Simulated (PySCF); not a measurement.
A mixed set of molecules. Level of theory: TDDFT PBE0/def2-SVPD, vertical, gas phase, core orbitals frozen in the response in PySCF 2.14.0, density-fitted response routines. Geometries: GFN2-xTB; one conformer of each isolated species. Triplets are in the Tamm–Dancoff approximation.

Question: Rank by computed lowest singlet excitation energy, highest first.
A. `N#C[C@H]([SiH3])CC=O`
B. `C=NC1=CC=C(O)S1`
C. `F/C=C(\F)[SiH3]`
D. `FCc1ccc(Cl)cc1`

Answer: C (6.31 eV), D (5.22 eV), A (4.40 eV), B (4.04 eV).

| SMILES | S1 (eV) | f (S1) | α (au) | LUMO (eV) | first f ≥ 0.01 (nm) | S1 mainly |
| --- | --- | --- | --- | --- | --- | --- |
| F/C=C(\F)[SiH3] | 6.31 | 0.008 | 54.1 | -0.23 | 172 | H→L+1 (89%) |
| FCc1ccc(Cl)cc1 | 5.22 | 0.009 | 94.7 | -0.79 | 213 | H→L (53%) |
| N#C[C@H]([SiH3])CC=O | 4.40 | 0.000 | 79.2 | -1.40 | 166 | H→L (98%) |
| C=Nc1ccc(O)s1 | 4.04 | 0.277 | 97.1 | -1.59 | 307 | H→L (94%) |

H and L stand for HOMO and LUMO.

Mean S1 by what the SMILES shows (count): a double or triple bond but no aromatic ring 5.35 eV (2); an aromatic ring 4.63 eV (2).
